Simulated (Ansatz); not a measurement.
A further run on the cluster Nb₅ (the lowest doublet isomer of a short search).

```yaml
crystal:
  periodic: [false, false, false]
  atoms:
    - {symbol: Nb, position_ang: [1.200155, 1.507096, 0.310562]}
    - {symbol: Nb, position_ang: [1.206257, -0.781791, -0.574875]}
    - {symbol: Nb, position_ang: [-0.996298, 0.986926, -0.655648]}
    - {symbol: Nb, position_ang: [-0.256736, -0.251145, 1.505752]}
    - {symbol: Nb, position_ang: [-1.153378, -1.461087, -0.585791]}
basis:
  gaussian: {orbitals: STO-3G}
magnetization: {spin_polarized: true, initial_magnetization: 1}
hamiltonian: {xc: {name: r2SCAN0}}
scf: {omitted_lower_state_checks: [starts]}
output: {forces: true}
```

```sh
$ ansatz run in.yaml --threads 4 --pin off --events-out ev --progress --plain --max-ram 4787MiB
```

Shortened log:

```
Functional definition: r2SCAN0
1690 factors; integrals over basis functions are off by at most 1.4e-4 eV
mean field evaluation 1: about -505841.2593 eV, gradient 1.9e1 eV
mean field evaluation 2: about -505838.2825 eV, gradient 3.2e1 eV
mean field evaluation 4: about -505843.5926 eV, gradient 3.5e0 eV
mean field evaluation 8: about -505843.7241 eV, gradient 5.4e-1 eV
mean field evaluation 16: about -505843.7838 eV, gradient 1.0e-1 eV
mean field evaluation 32: about -505843.7906 eV, gradient 2.0e-5 eV
mean field -505843.79064346 eV, -18589.4164329111 hartree, gradient 3.0e-6 eV, S^2 1.284091; 0 other end points of the search recorded, 0 dependent functions left out
reference -505843.79065093 eV, -18589.4164331856 hartree; 103, 102 occupied and 32, 33 virtual orbitals, 1690 factors
Total energy: -505843.79065093 eV, -18589.4164331856 hartree
Atom 0 at     1.200155     1.507096     0.310562 Å, force    -3.642787    -4.680569    -1.342423 eV/Å
Atom 1 at     1.206257    -0.781791    -0.574875 Å, force    -4.810344     2.940724     2.909057 eV/Å
Atom 2 at    -0.996298     0.986926    -0.655648 Å, force     3.695574    -3.897967     3.192859 eV/Å
Atom 3 at    -0.256736    -0.251145     1.505752 Å, force     1.055877     1.040982    -6.216411 eV/Å
Atom 4 at    -1.153378    -1.461087    -0.585791 Å, force     3.701680     4.596830     1.456918 eV/Å
Dipole moment:    -0.016476    -0.008697     0.072209 e Å
Checks for a lower state left out: starts
```

It took 65 s on 4 threads of Intel Xeon on a shared host, peak host memory 1.8 GiB.

The charge 0 doublet is spin-contaminated (final ⟨S²⟩ up to 1.28, 0.75 for a pure state).
